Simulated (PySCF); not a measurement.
## Electron correlation in Cl²⁺ (chlorine, charge +2)

[Ne] 3s2 3p3, high-spin 4S determinant. Calculation: PySCF 2.14, in x2c-QZVPPall; scalar relativity by spin-free X2C-1e. Frozen: [Ne]; 5 electrons correlated.

MP2 pair energies summed by pair of shells (mhartree):

```tsv
pair	energy	share (%)
3s-3p	-69.14	66.8
3p-3p	-23.16	22.4
3s-3s	-11.18	10.8
```

Total MP2 correlation energy: -103.48 mhartree.

Same-spin part -27.08 and opposite-spin part -76.40 mhartree; SCS-MP2 scales them by 1/3 and 6/5 to -100.71 mhartree.
